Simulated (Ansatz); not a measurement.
The same path of F₄HOTi (7 atoms, charge 0, multiplicity 2) was run 3 times with different band settings.

Level of theory: Ansatz 0.2.0, UKS B3LYP-D4/def2-SVP.

Relaxed end points:

```xyz
7
Properties=species:S:1:pos:R:3
Ti -0.074 -0.290 0.494
F -0.678 -1.646 1.430
F 1.653 -0.136 0.342
F -0.943 1.214 0.741
F -0.554 -0.726 -1.117
O 0.443 0.193 2.757
H -0.360 0.591 3.162
```

```xyz
7
Properties=species:S:1:pos:R:3
Ti -0.131 -0.212 0.480
F -0.813 -1.454 1.522
F 1.611 -0.130 0.480
F -0.999 1.301 0.474
F -0.472 -0.841 -1.102
O 0.327 0.619 2.684
H -0.035 -0.083 3.272
```

Common settings: optimiser quadratic models (default); start path through a guess of the saddle point; force threshold 0.05 eV/Å; end points relaxed.

| run | movable images | climbing image | spring | iteration limit |
| --- | --- | --- | --- | --- |
| 1 | 7 | yes | 5.0 eV/Å² | 36 |
| 2 | 7 | yes | 0.1 eV/Å² | 42 |
| 3 | 2 | no | 5.0 eV/Å² | 60 |

Question: What does each run give, and how far can it be trusted?

Answer: Run 1: converged after 29 iterations, highest image 0.002 eV above the first end. The top lies less than 8 meV above the higher end, about what the thresholds resolve: that end is a shoulder or a very shallow well. A vibrational analysis at the climbing image gives one clearly imaginary mode, 94i cm⁻¹: a first-order saddle point.
Run 2: converged after 25 iterations, highest image 0.001 eV above the first end. The top lies less than 8 meV above the higher end, about what the thresholds resolve: that end is a shoulder or a very shallow well. Another band between the same ends (7 images) ends at a top of the same energy, where a vibrational analysis finds 1 clearly imaginary mode.
Run 3: converged after 15 iterations, highest image 0.002 eV above the first end. The top lies less than 8 meV above the higher end, about what the thresholds resolve: that end is a shoulder or a very shallow well. No image climbed, so the highest image needn't sit at the top of the path. So few images can step over the top or miss a turn of the path.
